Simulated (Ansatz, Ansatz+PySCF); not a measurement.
```xyz
4

C     0.0000    0.0000    0.0000
H     1.3629    0.0000    0.0000
H    -0.5452    0.9443    0.0000
H    -0.5452   -0.9443    0.0000
```

Basis set: STO-3G (spherical functions). Left uncorrelated: 1 orbital. Correlation on ROHF uses semicanonical orbitals with singles. Charge 0, multiplicity 2.

Computed with Ansatz (development build ahead of 0.2.0); each method stands on the lowest determinant of its kind that the runs found.

The atomization energy at this shape (free ground-state atoms in the same class of orbitals less the molecule, no zero-point energy) of doublet CH3:

```tsv
method	atomization energy
PBE0 (unrestricted)	1443.9 kJ/mol
ROHF-CCSD(T)	1268.1 kJ/mol
UHF-MP2	1226.1 kJ/mol
ROHF-MP2	1221.3 kJ/mol
ROHF	1117.1 kJ/mol
```

(1) What does UHF give?

## Answers

(1) 1133.6 kJ/mol. Caution for ROHF-CCSD(T), UHF-MP2, ROHF-MP2: bonds are stretched, where a single reference can fail.

This basis has no polarisation functions and is too small for such energies, which can lie far from measured ones in either direction.
